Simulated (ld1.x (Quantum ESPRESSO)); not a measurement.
# hydrogen (H): one change to a PAW potential, before and after

* Element: H
* Generator: ld1.x (Quantum ESPRESSO) 7.5
* Type: PAW
* Functional: LDA (PZ)
* Relativity: scalar-relativistic
* Frozen core: none
* Valence charge: 1
* Reference configuration: 1s1
* Partial waves: 1s (bound): rcut 0.90, rcutus 1.20 bohr; 1s channel at 0.7 Ry: rcut 0.90, rcutus 1.20 bohr
* Local potential: all-electron potential smoothed inside 1.20 bohr (lloc = -1)
* Core correction: none
* Augmentation charge: BESSEL, radius 0.75 bohr

All-electron outer shells of the reference configuration (LDA (PZ), scalar-relativistic, ld1.x):

```json
{"shell": "1s", "level (eV)": "-6.36", "outermost node (bohr)": "–", "outermost maximum (bohr)": "1.05"}
```

Change: waves 1s (bound): rcut 0.90, rcutus 1.34 bohr; 1s channel at 0.7 Ry: rcut 0.90, rcutus 1.34 bohr.

Cutoffs: the cutoffs (Ry, on a coarse ladder) from which the occupation-weighted sum of valence levels, in a spherical-Bessel basis at the reference potential, stays within 10 and 1 mRy of its value at 400 Ry; they do not see the model core or the augmentation charge, which bear on the density cutoff. Errors are all-electron minus pseudo energies relative to the spin-unpolarised reference configuration.

Task: Predict the effect on cutoff, ghosts and configuration errors.

Result: The potential gets softer (15 Ry and 25 Ry → 12 Ry and 21 Ry); the errors of the 3 common tests hardly move; neither file shows a bound ghost. A larger radius leaves more room for a smooth pseudo-wave, so fewer plane waves are needed.

```csv
quantity,base,changed
"cutoff, loose",15 Ry,12 Ry
"cutoff, tight",25 Ry,21 Ry
bound ghosts,none,none
"error for 1s0.5, meV [ΔE 4.64 eV]",0.0,0.0
"error for 1s1 (spin-polarised), meV [ΔE -0.90 eV]",0.0,0.0
"error for 1s0.5 (spin-polarised), meV [ΔE 4.26 eV]",0.0,-0.1
lowest overlap eigenvalue by channel,s 0.99,s 0.99
```
